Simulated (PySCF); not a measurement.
# Ionisation energy of Cl³⁺ by level of theory

Cl³⁺ [Ne] 3s2 3p2 [3p1/2^2, M_J = 0] → Cl⁴⁺ [Ne] 3s2 3p1 [3p1/2^1, M_J = 1/2], as a difference of total energies. All numbers are calculated (PySCF 2.14, the two-component X2C-1e Hamiltonian, in x2c-TZVPPall-2c). Correlated levels: [Ne] frozen. "Screened" scales the spin-orbit matrix elements by Boettger's factors to mimic the two-electron term; Breit and QED terms are absent.

| method | ionisation energy (eV) |
| --- | --- |
| GHF (spin-free) | 52.265 |
| GMP2 (spin-free) | 52.943 |
| GHF (screened spin-orbit) | 52.210 |
| GMP2 (screened spin-orbit) | 52.886 |

Problem. How much does correlation contribute at GMP2 (screened spin-orbit)?

Solution. 52.886 − (52.210) = 0.676 eV, measured against GHF (screened spin-orbit).

Errors of the correlated levels include the incompleteness of this basis and the frozen core.

The labels give the starting determinants; with spin-orbit coupling the two ends relaxed to ⟨J²⟩ = 1.85, ⟨L²⟩ = 2.01, ⟨S²⟩ = 2.00 and ⟨J²⟩ = 0.91, ⟨L²⟩ = 2.04, ⟨S²⟩ = 0.76.

The determinant of Cl³⁺ mixes levels of different J (the jj label is only the starting occupation), so the difference between spin-free and spin-orbit rows is not the physical spin-orbit shift.

For comparison: 53.24 ± 0.12 eV (semi-empirical (NIST evaluation); NIST Atomic Spectra Database, ionization energies).
